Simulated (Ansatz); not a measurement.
Al(PF3)H3 (AlPH3F3): single points at one geometry.

```yaml
crystal:
  periodic: [false, false, false]
  atoms:
    - {symbol: Al, position_ang: [-0.005504, 0.005641, -1.496532]}
    - {symbol: P, position_ang: [-0.003428, -0.000578, 1.010707]}
    - {symbol: F, position_ang: [-1.380481, 0.080984, 1.772946]}
    - {symbol: F, position_ang: [0.774679, 1.150788, 1.753843]}
    - {symbol: F, position_ang: [0.623433, -1.250905, 1.736489]}
    - {symbol: H, position_ang: [1.588689, -0.045749, -1.572685]}
    - {symbol: H, position_ang: [-0.755581, 1.410046, -1.606740]}
    - {symbol: H, position_ang: [-0.841797, -1.350238, -1.598027]}
basis:
  gaussian: {orbitals: 6-31G}
hamiltonian: {xc: hf}
scf: {omitted_lower_state_checks: [starts]}
output: {orbitals: {seedname: orbitals}}
```

The file start.molden holds the orbitals of an earlier run on this structure, at another level or in another basis.

```sh
$ ansatz run in.yaml --threads 4 --pin off --events-out ev --progress --plain --max-ram 3916MiB
```

Shortened log:

```
Functional definition: HF
599 factors; integrals over basis functions are off by at most 1.6e-4 eV
mean field evaluation 1: about -24011.5548 eV, gradient 3.4e1 eV
mean field evaluation 2: about -24011.5696 eV, gradient 3.4e1 eV
mean field evaluation 4: about -24014.5825 eV, gradient 2.5e0 eV
mean field evaluation 8: about -24014.6133 eV, gradient 1.3e-4 eV
mean field -24014.61331901 eV, -882.5207617839 hartree, gradient 3.1e-5 eV, S^2 0.000000; 0 other end points of the search recorded, 0 dependent functions left out
reference -24014.61331901 eV, -882.5207617839 hartree; 29, 29 occupied and 30, 30 virtual orbitals, 599 factors
Total energy: -24014.61331901 eV, -882.5207617839 hartree
Checks for a lower state left out: starts
```

Run time 0.51 s (4 threads of Intel Xeon on a shared host).

The first input with `gaussian: {orbitals: def2-SVP, initial_orbitals: start.molden}`, `hamiltonian: {xc: pbe0, dispersion: d4}` (abridged; 1.5 s):

```
Functional definition: PBE0
mean field -24060.76793611 eV, -884.2169126777 hartree, gradient 2.3e-5 eV, S^2 0.000000
Total energy: -24060.90209616 eV, -884.2218429687 hartree
Checks for a lower state left out: starts
```

First input, but with `gaussian: {orbitals: def2-TZVP, initial_orbitals: start.molden}`, `hamiltonian: {xc: hse06, dispersion: d4}` (abridged; 2.9 s):

```
Functional definition: HSE06
mean field -24076.61597113 eV, -884.7993172227 hartree, gradient 3.1e-5 eV, S^2 0.000000
Total energy: -24076.74163923 eV, -884.8039354399 hartree
Checks for a lower state left out: starts
```

The first input with `gaussian: {orbitals: def2-TZVPD, initial_orbitals: start.molden}`, `hamiltonian: {xc: r2scan, dispersion: d4}` (abridged; 5.5 s):

```
Functional definition: r2SCAN
mean field -24087.13647331 eV, -885.1859385466 hartree, gradient 1.0e-5 eV, S^2 0.000000
Total energy: -24087.17424770 eV, -885.1873267299 hartree
Checks for a lower state left out: starts
```

As the first input, with `hamiltonian: {xc: {name: B3LYP}, dispersion: d4}` (abridged; 1.3 s):

```
Functional definition: B3LYP
mean field -24081.52070095 eV, -884.9795627191 hartree, gradient 2.1e-5 eV, S^2 0.000000
Total energy: -24081.77778060 eV, -884.9890102220 hartree
Checks for a lower state left out: starts
```

As the first input, with `gaussian: {orbitals: def2-TZVP, initial_orbitals: start.molden}` (abridged; 1.9 s):

```
Functional definition: HF
mean field -24026.61138144 eV, -882.9616824459 hartree, gradient 1.8e-5 eV, S^2 0.000000
Total energy: -24026.61138144 eV, -882.9616824459 hartree
Checks for a lower state left out: starts
```

Geometry: PBE0-D4/def2-SVP.

B3LYP takes the VWN-RPA correlation. HSE06 is defined as in plane-wave codes, on full-range PBE exchange.
